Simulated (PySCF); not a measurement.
HOMO–LUMO gap of the Kohn–Sham levels of molecules with a metal or metalloid centre, at PBE and at PBE0.

Values in eV, from PySCF. Where two bases are given, the first is that of PBE. PBE0 is a level with its own limits.

```json
[
 {"system": "Ga(Vi)(OMe)2 singlet", "basis": "def2-TZVP", "PBE": "4.27", "PBE0": "6.69", "PBE − PBE0": "-2.42"},
 {"system": "Al(Br)(Me)(Vi) singlet", "basis": "def2-TZVP", "PBE": "4.30", "PBE0": "6.42", "PBE − PBE0": "-2.11"},
 {"system": "Zn(F)(Cl) singlet", "basis": "def2-TZVP", "PBE": "5.17", "PBE0": "7.56", "PBE − PBE0": "-2.40"},
 {"system": "Si(H)(OH)2(NH2) singlet", "basis": "def2-TZVP", "PBE": "6.32", "PBE0": "8.70", "PBE − PBE0": "-2.38"},
 {"system": "Si(F)(I)2(Me) singlet", "basis": "def2-TZVP", "PBE": "4.52", "PBE0": "6.46", "PBE − PBE0": "-1.94"},
 {"system": "Te(OMe)(SH) singlet", "basis": "def2-TZVP", "PBE": "2.86", "PBE0": "4.79", "PBE − PBE0": "-1.93"},
 {"system": "C[Si](C)(C)[CH2][Ge]([Cl])([Cl])[Cl] singlet", "basis": "def2-SVP", "PBE": "5.30", "PBE0": "7.57", "PBE − PBE0": "-2.27"},
 {"system": "Ga(F)(GeH3)2 singlet", "basis": "def2-TZVP", "PBE": "3.54", "PBE0": "5.29", "PBE − PBE0": "-1.75"},
 {"system": "Ga(H)3(HOMe) singlet", "basis": "def2-TZVP", "PBE": "5.20", "PBE0": "7.32", "PBE − PBE0": "-2.12"},
 {"system": "B(All)2(Me) singlet", "basis": "def2-SVP", "PBE": "4.07", "PBE0": "6.20", "PBE − PBE0": "-2.12"},
 {"system": "B(Et)2(OH) singlet", "basis": "def2-SVP", "PBE": "6.10", "PBE0": "8.56", "PBE − PBE0": "-2.46"},
 {"system": "Ge(F)(Br)2(Me) singlet", "basis": "def2-TZVP", "PBE": "5.03", "PBE0": "7.27", "PBE − PBE0": "-2.24"},
 {"system": "Ga(H)2(Me)(NH3) singlet", "basis": "def2-TZVP", "PBE": "4.93", "PBE0": "6.98", "PBE − PBE0": "-2.05"},
 {"system": "Ge(OMe)3(SiH3) singlet", "basis": "def2-SVP", "PBE": "5.23", "PBE0": "7.61", "PBE − PBE0": "-2.38"},
 {"system": "Ge(Et)2(NH2)2 singlet", "basis": "def2-SVP", "PBE": "5.57", "PBE0": "7.82", "PBE − PBE0": "-2.24"},
 {"system": "Ti(Cps)(OMe)3 singlet", "basis": "def2-SVP", "PBE": "3.46", "PBE0": "5.62", "PBE − PBE0": "-2.17"},
 {"system": "Cl[SiH2][SiH2]c1ccccc1 singlet", "basis": "def2-SVP", "PBE": "4.70", "PBE0": "6.56", "PBE − PBE0": "-1.86"},
 {"system": "N[SiH2]S singlet", "basis": "def2-TZVP", "PBE": "5.69", "PBE0": "7.81", "PBE − PBE0": "-2.12"},
 {"system": "CC(C)[SiH2][SiH2][SiH3] singlet", "basis": "def2-SVP", "PBE": "5.60", "PBE0": "7.58", "PBE − PBE0": "-1.98"},
 {"system": "COC(=O)[SiH2]c1ccco1 singlet", "basis": "def2-SVP", "PBE": "4.22", "PBE0": "6.25", "PBE − PBE0": "-2.03"},
 {"system": "CC(C)c1ccc([SiH3])s1 singlet", "basis": "def2-SVP", "PBE": "4.22", "PBE0": "6.08", "PBE − PBE0": "-1.86"},
 {"system": "CC(C)/C=C\\[Si](F)(F)F singlet", "basis": "def2-SVP", "PBE": "5.21", "PBE0": "7.36", "PBE − PBE0": "-2.15"},
 {"system": "CC[SiH2]CC singlet", "basis": "def2-SVP", "PBE": "7.12", "PBE0": "9.27", "PBE − PBE0": "-2.15"},
 {"system": "C[Si](C)(C)/C=[CH]\\[GeH3] singlet", "basis": "def2-SVP", "PBE": "4.98", "PBE0": "7.07", "PBE − PBE0": "-2.09"}
]
```

The mean difference from PBE0 is -2.13 eV (median -2.12) and the mean absolute one 2.13 eV (median 2.12); PBE lies above in 0 and below in 24 of 24 cases. It is closest for Ga(F)(GeH3)2 singlet (-1.75), CC(C)c1ccc([SiH3])s1 singlet (-1.86), Cl[SiH2][SiH2]c1ccccc1 singlet (-1.86) and furthest off for B(Et)2(OH) singlet (-2.46), Ga(Vi)(OMe)2 singlet (-2.42), Zn(F)(Cl) singlet (-2.40).
